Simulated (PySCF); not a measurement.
From one molecule to another.

First species: C3H12SSi3.
SMILES: `CS[C@@H]1C[Si@H]([SiH3])[SiH2]1`

Second species: C3H12SSi3.
SMILES: `CS[SiH2][SiH]1C[SiH2]C1`

Levels: PBE0/pcSseg-1 for dipole moment, HOMO energy, LUMO energy and HOMO–LUMO gap; GFN2-xTB for rotational constant A and rotational constant C. Geometries: GFN2-xTB. Each species is one conformer at its optimised geometry, gas phase, non-relativistic unless stated; the electronic structure was computed with PySCF and density fitting.

Dipoles, sizes and rotational constants follow the conformer. The torsions of the flexible species, by atom-mapped SMILES:
- `[CH3:1][S:2][C@@H:3]1[CH2:4][Si@H:5]([SiH3:6])[SiH2:7]1`: C1–S2–C3–C4 -70°
- `[CH3:1][S:2][SiH2:3][SiH:4]1[CH2:5][SiH2:6][CH2:7]1`: C1–S2–Si3–Si4 177°, S2–Si3–Si4–C5 179°

```json
{"property": "dipole moment", "column X": "1.26 D", "column Y": "1.64 D"}
{"property": "HOMO energy", "column X": "-6.68 eV", "column Y": "-6.26 eV"}
{"property": "LUMO energy", "column X": "-0.74 eV", "column Y": "-0.77 eV"}
{"property": "HOMO–LUMO gap", "column X": "5.94 eV", "column Y": "5.49 eV"}
{"property": "rotational constant A", "column X": "3.423 GHz", "column Y": "2.203 GHz"}
{"property": "rotational constant C", "column X": "0.473 GHz", "column Y": "0.518 GHz"}
```

Problem. Which column belongs to which species?

Solution. Column X is the second species and column Y the first. The first has 19 atoms and 88 electrons, the second 19 and 88.

Problem. How does each property change from the first species to the second?

Solution. dipole moment -0.38 D; HOMO energy -0.42 eV; LUMO energy +0.03 eV; HOMO–LUMO gap +0.45 eV; rotational constant A +1.220 GHz; rotational constant C -0.045 GHz.

On the first: In atomic units the dipole is 0.64 e·bohr (1 au = 2.5417 D). A dipole of 1.64 D is allowed in C1, and pure rotational transitions are dipole-allowed.

On the second: The dipole equals about 4.2 × 10⁻³⁰ C·m (1 D = 3.33564 × 10⁻³⁰ C·m).
